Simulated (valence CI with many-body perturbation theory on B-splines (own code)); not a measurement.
Level structure of Er18+

Level of theory: valence CI with perturbative core correlation (CI+MBPT): four valence electrons over a frozen Dirac-Fock core [Kr] 4d10, a basis of 7 s, 7 p, 7 d, 7 f, 4 g, 2 h functions for each j, with the one-electron correlation potential Σ1 (screened to all orders), the two-electron term Σ2, the three-electron term Σ3, Breit, model QED; selected single and double excitations, second order for the rest, scaled by the run's own slope (own B-spline code, finite nucleus).

No measured levels were compared; by estimate terms of the open shell hold to a few per cent of their energy, and close levels can change places.

Levels 136 to 180 of 195, with energies above the lowest level, 4f4 5I_4. "Leading %" is the weight of the configuration and term that name the level; weights of strongly mixed levels are sums over their largest components and can fall short. In the jj column 3d3/2^4 stands for four electrons in 3d with j = 3/2. Lifetimes count E1, E2, E3, M1 and M2 decay at the calculated energies, and are blank where another channel may lead or the interval is too uncertain; long ones can be off by a factor of two.

| No. | Configuration | Term | J | E (cm⁻¹) | Leading % | g | Lifetime | Leading jj |
| --- | --- | --- | --- | --- | --- | --- | --- | --- |
| 136 | 4f3 5s | 3F° | 3 | 298560 | 51 | 0.979 | 3.53 μs | 4f5/2 4f7/2^2 5s (60 %) |
| 137 | 4f3 5s | 3G° | 4 | 298770 | 46 | 1.085 | 6.19 μs | 4f5/2 4f7/2^2 5s (70 %) |
| 138 | 4f3 5s | 3P° | 2 | 301290 | 32 | 1.293 | 6.12 μs | 4f5/2 4f7/2^2 5s (58 %) |
| 139 | 4f3 5s | 3S° | 1 | 303170 | 38 | 1.284 | 5.33 μs | 4f5/2 4f7/2^2 5s (63 %) |
| 140 | 4f3 5s | 3K° | 8 | 303200 | 79 | 1.111 | 8.61 μs | 4f5/2^2 4f7/2 5s (59 %) |
| 141 | 4f3 5s | 3P° | 0 | 303880 | 67 |  | 7.27 μs | 4f5/2^2 4f7/2 5s (84 %) |
| 142 | 4f3 5s | 3G° | 3 | 304040 | 81 | 0.804 | 2.03 μs | 4f5/2 4f7/2^2 5s (42 %) |
| 143 | 4f3 5s | 5G° | 6 | 304700 | 71 | 1.283 | 4.90 μs | 4f7/2^3 5s (44 %) |
| 144 | 4f3 5s | 3P° | 1 | 307660 | 32 | 1.114 | 5.53 μs | 4f5/2^2 4f7/2 5s (60 %) |
| 145 | 4f3 5s | 1K° | 7 | 307800 | 54 | 0.973 | 4.08 μs | 4f5/2^2 4f7/2 5s (69 %) |
| 146 | 4f3 5s | 3G° | 5 | 309120 | 61 | 1.179 | 6.57 μs | 4f7/2^3 5s (79 %) |
| 147 | 4f3 5s | 3D° | 3 | 309500 | 82 | 1.314 | 8.38 μs | 4f5/2 4f7/2^2 5s (60 %) |
| 148 | 4f3 5s | 3G° | 4 | 309840 | 80 | 1.057 | 1.90 μs | 4f5/2 4f7/2^2 5s (53 %) |
| 149 | 4f3 5s | 5D° | 2 | 311170 | 51 | 1.310 | 4.64 μs | 4f5/2^2 4f7/2 5s (60 %) |
| 150 | 4f3 5s | 5D° | 3 | 312660 | 63 | 1.415 | 3.26 μs | 4f5/2^2 4f7/2 5s (57 %) |
| 151 | 4f3 5s | 5D° | 1 | 314420 | 52 | 1.270 | 2.79 μs | 4f5/2^2 4f7/2 5s (48 %) |
| 152 | 4f3 5s | 1D° | 2 | 314540 | 33 | 1.228 | 4.04 μs | 4f5/2 4f7/2^2 5s (59 %) |
| 153 | 4f3 5s | 3I° | 5 | 315640 | 43 | 0.984 | 2.92 μs | 4f5/2^2 4f7/2 5s (76 %) |
| 154 | 4f3 5s | 1G° | 4 | 315800 | 39 | 1.059 | 3.51 μs | 4f7/2^3 5s (64 %) |
| 155 | 4f3 5s | 5D° | 0 | 317100 | 68 |  | 2.84 μs | 4f5/2 4f7/2^2 5s (84 %) |
| 156 | 4f3 5s | 3I° | 6 | 318130 | 64 | 1.063 | 3.99 μs | 4f5/2^2 4f7/2 5s (63 %) |
| 157 | 4f3 5s | 3G° | 5 | 319850 | 58 | 1.056 | 2.19 μs | 4f5/2 4f7/2^2 5s (79 %) |
| 158 | 4f3 5s | 5D° | 4 | 321550 | 96 | 1.489 | 3.70 μs | 4f5/2 4f7/2^2 5s (69 %) |
| 159 | 4f3 5s | 1D° | 2 | 322080 | 36 | 1.191 | 4.20 μs | 4f5/2 4f7/2^2 5s (49 %) |
| 160 | 4f3 5s | 3L° | 7 | 322980 | 54 | 0.966 | 3.22 μs | 4f5/2 4f7/2^2 5s (57 %) |
| 161 | 4f3 5s | 3L° | 8 | 323050 | 81 | 1.028 | 3.27 μs | 4f5/2 4f7/2^2 5s (60 %) |
| 162 | 4f3 5s | 1P° | 1 | 323500 | 49 | 0.921 | 3.36 μs | 4f5/2 4f7/2^2 5s (54 %) |
| 163 | 4f3 5s | 3D° | 2 | 323530 | 49 | 1.038 | 1.28 μs | 4f5/2^2 4f7/2 5s (65 %) |
| 164 | 4f3 5s | 3I° | 7 | 324020 | 74 | 1.088 | 4.68 μs | 4f5/2 4f7/2^2 5s (85 %) |
| 165 | 4f3 5s | 3D° | 1 | 325770 | 76 | 0.721 | 1.28 μs | 4f5/2^2 4f7/2 5s (41 %) |
| 166 | 4f3 5s | 3L° | 9 | 325940 | 100 | 1.109 | 3.34 μs | 4f5/2 4f7/2^2 5s (100 %) |
| 167 | 4f3 5s | 3H° | 4 | 328070 | 87 | 0.829 | 2.19 μs | 4f5/2 4f7/2^2 5s (49 %) |
| 168 | 4f3 5s | 1I° | 6 | 328480 | 55 | 1.031 | 3.87 μs | 4f5/2 4f7/2^2 5s (77 %) |
| 169 | 4f3 5s | 3H° | 5 | 329820 | 68 | 1.026 | 2.22 μs | 4f5/2 4f7/2^2 5s (44 %) |
| 170 | 4f3 5s | 1L° | 8 | 332390 | 90 | 1.001 | 2.86 μs | 4f5/2 4f7/2^2 5s (88 %) |
| 171 | 4f3 5s | 3D° | 3 | 332920 | 54 | 1.310 | 2.06 μs | 4f5/2 4f7/2^2 5s (59 %) |
| 172 | 4f3 5s | 3D° | 2 | 333800 | 52 | 1.170 | 2.36 μs | 4f5/2 4f7/2^2 5s (51 %) |
| 173 | 4f3 5s | 3H° | 6 | 337000 | 56 | 1.102 | 2.52 μs | 4f5/2 4f7/2^2 5s (53 %) |
| 174 | 4f3 5s | 3D° | 1 | 337120 | 86 | 0.591 | 1.58 μs | 4f5/2 4f7/2^2 5s (59 %) |
| 175 | 4f3 5s | 3D° | 3 | 337180 | 70 | 1.262 | 1.02 μs | 4f5/2 4f7/2^2 5s (75 %) |
| 176 | 4f3 5s | 3F° | 2 | 339380 | 48 | 0.897 | 1.21 μs | 4f5/2 4f7/2^2 5s (81 %) |
| 177 | 4f3 5s | 1H° | 5 | 340790 | 69 | 0.999 | 2.42 μs | 4f7/2^3 5s (50 %) |
| 178 | 4f3 5s | 3F° | 3 | 347590 | 50 | 1.191 | 1.47 μs | 4f7/2^3 5s (65 %) |
| 179 | 4f3 5s | 3F° | 4 | 348580 | 93 | 1.249 | 1.58 μs | 4f5/2 4f7/2^2 5s (43 %) |
| 180 | 4f3 5s | 1D° | 2 | 350720 | 49 | 0.962 | 1.43 μs | 4f7/2^3 5s (75 %) |

Names give the largest LS component (configuration and term), which can be under half, so a name can repeat, a term be missing and a line seem to break the LS rules; names also repeat where a configuration has a term twice.

Where two levels of one J and parity lie close, their mixing, g and order are uncertain.
